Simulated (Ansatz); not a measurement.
```yaml
crystal:
  periodic: [false, false, false]
  atoms:
    - {symbol: Si, position_ang: [-1.458551, 0.418433, -0.335122]}
    - {symbol: N, position_ang: [0.162604, 0.088336, 0.129690]}
    - {symbol: Si, position_ang: [1.016185, -1.363543, -0.311611]}
    - {symbol: Zn, position_ang: [0.949758, 1.557299, 1.151842]}
    - {symbol: Cl, position_ang: [1.818862, 2.933040, 2.292448]}
    - {symbol: H, position_ang: [-1.918528, 1.640042, 0.142980]}
    - {symbol: H, position_ang: [-2.524367, -0.764809, -0.025411]}
    - {symbol: H, position_ang: [-1.728453, 0.460441, -1.860066]}
    - {symbol: H, position_ang: [2.322392, -0.893316, 0.281085]}
    - {symbol: H, position_ang: [0.434281, -2.439969, 0.309053]}
    - {symbol: H, position_ang: [1.245009, -1.332370, -1.752449]}
basis:
  gaussian: {orbitals: def2-TZVPP}
total_charge: 1
magnetization: {spin_polarized: false, initial_magnetization: 1}
hamiltonian: {xc: {name: wB97}}
```

```sh
$ ansatz run in.yaml --threads 4 --pin off --events-out ev --progress --plain --max-ram 11315MiB
```

It prints (some lines left out):

```
Functional definition: wB97
1878 factors; their error is unknown
503 factors; integrals over basis functions are off by at most 6.9e-5 eV
mean field evaluation 1: about -78271.0794 eV, gradient 7.6e1 eV
mean field evaluation 2: about -78259.4299 eV, gradient 1.1e2 eV
mean field evaluation 4: about -78282.6684 eV, gradient 6.6e0 eV
mean field evaluation 8: about -78282.9038 eV, gradient 2.2e-1 eV
mean field evaluation 16: about -78282.8563 eV, gradient 3.1e-3 eV
mean field -78282.85625594 eV, -2876.8419053801 hartree, gradient 7.4e-5 eV, S^2 0.750000; 0 other end points of the search recorded, 0 dependent functions left out
reference -78282.85624131 eV, -2876.8419048425 hartree; 44, 43 occupied and 261, 262 virtual orbitals, 1878 factors
Total energy: -78282.85624131 eV, -2876.8419048425 hartree
```

It took 13 s on 4 threads of an Intel Xeon Platinum 8375C on a shared host, with 1.2 GiB of host memory at the peak.
